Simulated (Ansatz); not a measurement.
`OC(O)N[SiH3]` + H₂ → `OCN[SiH3]` + H₂O  (hydrogenolysis of a C–O bond)

Isolated molecules relaxed with PBE0-D4/def2-TZVP in Ansatz; ΔE leaves out vibrations. CCSD(T)/CBS adds triple-zeta CCSD(T) − MP2 to the extrapolated MP2 energy (def2 sets, frozen cores). This one scheme is used for every species. Functionals use def2-TZVPP. Each species was taken in one conformer, which may not be the lowest.

| level | ΔE (kJ/mol) |
| --- | --- |
| PBE0 | -54.9 |
| CCSD/def2-TZVPP | -56.0 |
| HF/def2-QZVPP | -61.7 |
| MP2/CBS(def2) | -57.8 |

Question: What does CCSD(T)/CBS give? (Estimate.)

Answer: Computed: -56.8 kJ/mol. The listed levels differ from it by 1.9, 0.8, -4.9, -1.0 kJ/mol.

Largest T1 diagnostic among the species: 0.011.

In def2-TZVPP, CCSD(T) changes the Hartree–Fock value by +8.2 kJ/mol (the triples alone add +3.9 kJ/mol) and MP2 by +7.2 kJ/mol. The D4 term adds +5.5 kJ/mol with B3LYP and +3.0 kJ/mol with PBE0; it sums over pairs of atoms, weighted by their polarisabilities, and B3LYP, whose exchange is more repulsive, gets the larger term.

B3LYP here is the variant with VWN-RPA as its local correlation; programs differ in this.
